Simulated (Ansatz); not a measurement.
This geometry of CH₇BBrN (11 atoms, charge 0, multiplicity 1) is a first-order saddle point.

All numbers below come from RKS PBE0-D4/def2-SVP (Ansatz).

```xyz
11
Properties=species:S:1:pos:R:3
B -0.852 -0.595 -0.839
Br 0.440 1.470 -2.236
H -0.160 -1.508 -1.199
H -1.974 -0.407 -1.224
H 0.056 1.041 -0.660
N -0.375 0.230 0.289
C 0.761 -0.168 1.115
H -1.094 0.743 0.795
H 1.575 -0.497 0.455
H 1.121 0.684 1.709
H 0.502 -0.993 1.794
```

Task: Which two structures does it join? (They come from a converged band through this point; their orientation in space is the band's.)

Result: Bonds broken: B1–Br2, H5–N6. Bonds formed: Br2–H5. CH7BBrN becomes BrH + CH6BN.

First end point:

```xyz
11
Properties=species:S:1:pos:R:3
B -0.706 -0.349 -1.087
Br 0.709 0.315 -2.376
H -0.607 -1.545 -0.892
H -1.808 0.035 -1.426
H -0.333 1.395 0.108
N -0.379 0.392 0.311
C 0.849 -0.038 0.996
H -1.192 0.259 0.917
H 1.689 0.103 0.303
H 1.015 0.538 1.917
H 0.763 -1.106 1.229
```

Last end point:

```xyz
11
Properties=species:S:1:pos:R:3
B -1.058 -0.834 -0.676
Br 0.979 2.377 -1.742
H -0.412 -1.757 -1.114
H -2.154 -0.550 -1.095
H 0.224 1.334 -1.099
N -0.508 -0.047 0.337
C 0.747 -0.257 1.028
H -1.077 0.695 0.735
H 1.283 -1.091 0.556
H 1.390 0.637 0.980
H 0.586 -0.507 2.090
```

Task: How far does it lie above each of them?

Result: 1.34 eV above the first and 0.53 eV above the second. This is the barrier of this one path; another mechanism may lie lower. The orbitals stay closed-shell, which can raise the energy where a bond breaks towards radicals; this wasn't checked here.

Time of the run: 100 s on 2 threads of AMD EPYC 9R45 96-Core Processor (Zen 5), with other jobs on the host, peak memory 0.29 GiB.
